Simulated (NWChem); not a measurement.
System: SeF4; SMILES F[Se](F)(F)F

Parts of the log:

```
             Northwest Computational Chemistry Package (NWChem) 7.3.0
             --------------------------------------------------------

 C4  symmetry detected

                             Geometry "geometry" -> ""
                             -------------------------

 Output coordinates in angstroms (scale by  1.889725989 to convert to a.u.)

  No.       Tag          Charge          X              Y              Z
 ---- ---------------- ---------- -------------- -------------- --------------
    1 Se                  34.0000     0.00000000     0.00000000     0.35947766
    2 F                    9.0000     0.56497681     1.53646319    -0.33950668
    3 F                    9.0000     1.53646319    -0.56497681    -0.33950668
    4 F                    9.0000    -0.56497681    -1.53646319    -0.33950668
    5 F                    9.0000    -1.53646319     0.56497681    -0.33950668

 Effective nuclear repulsion energy (a.u.)     464.1192095513

      Symmetry information
      --------------------

 Group name             C4
 Group number              6
 Group order               4
 No. of unique centers     2

                                Z-matrix (autoz)
                                --------

 Units are Angstrom for bonds and degrees for angles

[...]

      ----------------------
      Optimization converged
      ----------------------

  Step       Energy      Delta E   Gmax     Grms     Xrms     Xmax
  ---- ---------------- -------- -------- -------- -------- --------
@    3   -2799.53942973 -1.9D-08  0.00000  0.00000  0.00013  0.00021
                                     ok       ok       ok       ok

                                Z-matrix (autoz)
                                --------

 Units are Angstrom for bonds and degrees for angles

      Type          Name      I     J     K     L     M      Value     Gradient
      ----------- --------  ----- ----- ----- ----- ----- ---------- ----------
    1 Stretch                  1     2                       1.78372    0.00000
    2 Stretch                  1     3                       1.78372    0.00000
    3 Stretch                  1     4                       1.78372    0.00000
    4 Stretch                  1     5                       1.78372    0.00000
    5 Bend                     2     1     3                82.89235   -0.00000
    6 Bend                     2     1     4               138.81019   -0.00000
    7 Bend                     2     1     5                82.89235   -0.00000
    8 Bend                     3     1     4                82.89235   -0.00000
    9 Bend                     3     1     5               138.81019   -0.00000
   10 Bend                     4     1     5                82.89235   -0.00000
   11 Torsion                  2     1     3     4        -141.24050    0.00000
   12 Torsion                  2     1     3     5         -70.62025    0.00000
   13 Torsion                  2     1     4     3          70.62025   -0.00000
   14 Torsion                  2     1     4     5         -70.62025    0.00000
   15 Torsion                  2     1     5     3          70.62025   -0.00000
   16 Torsion                  2     1     5     4         141.24050   -0.00000
   17 Torsion                  3     1     2     4          70.62025   -0.00000
   18 Torsion                  3     1     2     5         141.24050   -0.00000
   19 Torsion                  2     4     1     3         -70.62025    0.00000
   20 Torsion                  3     1     4     5        -141.24050    0.00000
   21 Torsion                  2     5     1     3         -70.62025    0.00000
   22 Torsion                  3     1     5     4          70.62025   -0.00000
   23 Torsion                  3     2     1     4         -70.62025    0.00000
   24 Torsion                  4     1     2     5          70.62025   -0.00000
   25 Torsion                  2     3     1     4         141.24050   -0.00000
   26 Torsion                  4     1     3     5          70.62025   -0.00000
   27 Torsion                  2     5     1     4        -141.24050    0.00000
   28 Torsion                  3     5     1     4         -70.62025    0.00000
   29 Torsion                  3     2     1     5        -141.24050    0.00000
   30 Torsion                  4     2     1     5         -70.62025    0.00000
   31 Torsion                  2     3     1     5          70.62025   -0.00000
   32 Torsion                  4     3     1     5         -70.62025    0.00000
   33 Torsion                  2     4     1     5          70.62025   -0.00000
   34 Torsion                  3     4     1     5         141.24050   -0.00000

                         Geometry "geometry" -> "geometry"
                         ---------------------------------

 Output coordinates in angstroms (scale by  1.889725989 to convert to a.u.)

[...]
```

Level: PBE/def2-SVP. 

### Question
Write an input that gives this output.

### Answer
One answer among several that fit: the input that was run:
```
start job
memory heap 200 mb stack 900 mb global 1100 mb
geometry units angstroms
  Se     0.001399    -0.001369     0.342796
  F      0.947152     1.335698    -0.354396
  F      1.332533    -0.947173    -0.366063
  F     -0.949949    -1.332931    -0.357321
  F     -1.335698     0.949914    -0.346928
end
basis spherical
  Se library def2-svp
  F library def2-svp
end
dft
  xc xpbe96 cpbe96
  iterations 150
end
task dft hessian
driver
  maxiter 150
  inhess 2
end
task dft optimize
```
